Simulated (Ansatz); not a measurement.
Compare A (`C[CH](C)[Mg][NH2]`) with its isomer B (`[CH3][Mg][N](C)C`).

Program: Ansatz. Geometries: PBE0-D4/def2-TZVP. ΔE: electronic, gas phase. CCSD(T)/CBS is the MP2 limit (def2-TZVPP, def2-QZVPP) plus CCSD(T) − MP2 in def2-TZVPP, frozen cores. DFT in def2-TZVPP. B3LYP here is the variant with VWN-RPA as its local correlation; programs differ in this. For Mg outer-core shells are correlated without core-valence functions, which leaves a few kJ/mol of doubt a bond. One conformer a species, not always the lowest.

A:

```xyz
14

C    -1.4519    0.0808    1.0514
C     0.0184    0.2948    0.6966
C     0.8837   -0.7750    1.3601
Mg    0.3466    0.4472   -1.3838
N     0.6364    0.5823   -3.2499
H    -1.6037    0.0380    2.1407
H    -2.0990    0.8781    0.6717
H    -1.8371   -0.8638    0.6508
H     0.3195    1.2668    1.1130
H     1.9546   -0.6071    1.2078
H     0.7177   -0.8130    2.4475
H     0.6586   -1.7781    0.9804
H     1.4877    0.3594   -3.7447
H    -0.0315    0.8894   -3.9418
```

B:

```xyz
14

C     0.009    3.037   -0.982
Mg    0.002    1.059   -0.343
N    -0.003   -0.752    0.243
C    -0.542   -1.207    1.495
C     0.532   -1.856   -0.505
H    -0.899    3.287   -1.540
H     0.860    3.246   -1.637
H     0.073    3.733   -0.140
H     0.218   -1.697    2.129
H    -0.957   -0.378    2.082
H    -1.356   -1.942    1.363
H     1.344   -2.378    0.033
H     0.949   -1.530   -1.466
H    -0.230   -2.622   -0.732
```

(1) Which isomer does CCSD(T)/CBS put lower? Give the gap. (Best estimate.)

(2) Give E(B) − E(A) in kJ/mol with B2PLYP, BLYP-D4, CCSD/def2-TZVPP, MP2/def2-TZVPP, r2SCAN-D4, ωB97M-V, B3LYP. (Best estimate.)

Largest T1 diagnostic: 0.010.

## Answers

(1) Computed: A, by 45.8 kJ/mol.

(2) Computed: B2PLYP 41.7, BLYP-D4 36.9, CCSD/def2-TZVPP 44.5, MP2/def2-TZVPP 48.3, r2SCAN-D4 40.9, ωB97M-V 44.2, B3LYP 38.4. None reverses the order clearly.

In def2-TZVPP, CCSD(T) changes the Hartree–Fock value by +6.3 kJ/mol (the triples alone add −0.1 kJ/mol) and MP2 by +10.1 kJ/mol. Leaving LDA and LC-ωPBE aside and taking each functional with its dispersion term where it has one, the values, not all of them listed here, spread over 8.0 kJ/mol, from BLYP-D4 to PBE-QIDH.
